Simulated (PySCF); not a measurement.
Compound: CH6BNO2.
Cartesian coordinates in Å at the PBE0-D3(BJ)/def2-SVP level; atoms count from 1:
```xyz
11
CH6BNO2 angstrom
C      1.467    0.023    0.519
N      0.296    0.577   -0.107
B     -0.875   -0.155   -0.420
O     -0.922   -1.493   -0.128
O     -1.982    0.412   -1.011
H      1.324   -1.058    0.649
H      2.378    0.168   -0.090
H      1.662    0.455    1.517
H      0.333    1.572   -0.279
H     -1.758   -1.870   -0.414
H     -1.884    1.345   -1.211
```

Method: PBE0-D3(BJ)/def2-SVP geometry optimisation, gas phase in PySCF 2.14.0.

Masses are those of the commonest isotopes; rigid-rotor values at the optimised geometry. The values belong to one conformer with, in the numbering `[CH3:1][NH:2][B:3]([OH:4])[OH:5]`, N2–B3–O4–H -178°, N2–B3–O5–H 1°.

**Question.** Give the principal moments of inertia and the rotational constants in MHz.

**Answer.** Ia = 54.49, Ib = 135.54, Ic = 186.81 u·Å²; 505379 MHz·u·Å²/I gives A = 9275, B = 3729, C = 2705 MHz.

**Question.** Classify the top.

**Answer.** An asymmetric top; Ray's κ = -0.688.

**Question.** Is it planar, by Δ = Ic − Ia − Ib?

**Answer.** Not planar: Δ = Ic − Ia − Ib = -3.21 u·Å². For a rigid frame Δ = −2 Σ m c², so Σ m c² = 1.60 u·Å² lies off the ab plane, practically all of it from hydrogen. The atom farthest from that plane is 0.92 Å away.

**Question.** Give the other two planar moments, Paa and Pbb, and the rms extents of the mass along the axes.

**Answer.** Paa = Σ m a² = (Ib + Ic − Ia)/2 = 133.93 and Pbb = Σ m b² = (Ia + Ic − Ib)/2 = 52.88 u·Å². With the mass M = 75.05 u, the rms extents √(P/M) along a, b and c are 1.34, 0.84, 0.15 Å.

**Question.** List the rotational levels J(Ka,Kc) to J = 3 (MHz).

**Answer.** Above 0(0,0):
J = 1: 1(0,1) 6434, 1(1,1) 11981, 1(1,0) 13004
J = 2: 2(0,2) 19173, 2(1,2) 23825, 2(1,1) 26896, 2(2,1) 43536, 2(2,0) 43665
J = 3: 3(0,3) 37972, 3(1,3) 41516, 3(1,2) 47647, 3(2,2) 62838, 3(2,1) 63470, 3(3,1) 93206, 3(3,0) 93216
The levels of one J sum to (2J + 1)J(J + 1)(A + B + C)/3.

**Question.** Predict some low-J microwave lines.

**Answer.** The dipole components are |μa| = 0.23 D, |μb| = 1.92 D, |μc| = 0.02 D. The squared components, which scale the intensities, stand as 0.01 : 1.00 : 0.00 (a : b : c). Some lines, for components of 0.1 D or more:

```tsv
type	branch	J(Ka,Kc)	MHz	lower level (cm⁻¹)
a	Q	1(1,0) ← 1(1,1)	1023	0.400
a	Q	2(1,1) ← 2(1,2)	3070	0.795
a	R	1(0,1) ← 0(0,0)	6434	0.000
b	Q	1(1,0) ← 1(0,1)	6570	0.215
b	R	2(0,2) ← 1(1,1)	7192	0.400
b	Q	2(1,1) ← 2(0,2)	7723	0.640
a	R	2(1,2) ← 1(1,1)	11845	0.400
b	R	1(1,1) ← 0(0,0)	11981	0.000
a	R	2(0,2) ← 1(0,1)	12739	0.215
a	R	2(1,1) ← 1(1,0)	13892	0.434
b	Q	2(2,0) ← 2(1,1)	16769	0.897
b	R	2(1,2) ← 1(0,1)	17391	0.215
b	Q	2(2,1) ← 2(1,2)	19710	0.795
b	R	2(2,1) ← 1(1,0)	30532	0.434
b	R	2(2,0) ← 1(1,1)	31684	0.400
```

No frequency check. These are rigid-rotor constants of the computed structure; measured ground-state constants (B0) also hold zero-point vibration. A rigid rotor knows nothing of internal rotation, which can split or shift real lines. Quadrupole hyperfine structure (11B, 14N) is left out.

The run took 41 s on one thread of an Arm Neoverse V2, no GPU, on a shared host, and the process peaked at 0.40 GiB of memory. These figures are those of the optimisation.
